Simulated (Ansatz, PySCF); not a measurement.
Cd(Br)(SeH) (BrCdHSe), SMILES [SeH][Cd][Br].

Geometry: r2SCAN-D4/def2-SVP. The def2 effective core potentials stand for the cores of Cd; spin–orbit coupling is left out. One conformer was computed; it need not be the lowest.

Vertical ionisation energy (IE) and electron affinity (EA) in eV. Rows of orbital energies are one-electron estimates. Where ΔSCF, EOM or ADC give a negative EA the extra electron is unbound and the value depends on the basis.

```json
[
 {"level": "−ε(HOMO), −ε(LUMO), PBE0/def2-TZVPD (PySCF)", "IE": "7.28", "EA": "1.97"},
 {"level": "−ε(HOMO), −ε(LUMO), PBE/def2-TZVPD (PySCF)", "IE": "6.18", "EA": "2.79"},
 {"level": "ΔSCF, CAM-B3LYP/def2-SVPD (Ansatz), final states of multiplicity 2 and 2", "IE": "9.45", "EA": "0.46"},
 {"level": "ΔSCF, PBE/def2-SVPD (Ansatz), final states of multiplicity 2 and 2", "IE": "9.04", "EA": "0.54"}
]
```

### Question
What vertical singlet–triplet gap does ΔSCF give with CAM-B3LYP/def2-SVPD (Ansatz, a quantum-chemistry and plane-wave program) and with PBE/def2-SVPD (Ansatz)? (An estimate is asked for; the answer gives what the named calculation found.)

### Answer
3.97 and 3.56 eV (triplet above singlet where positive).
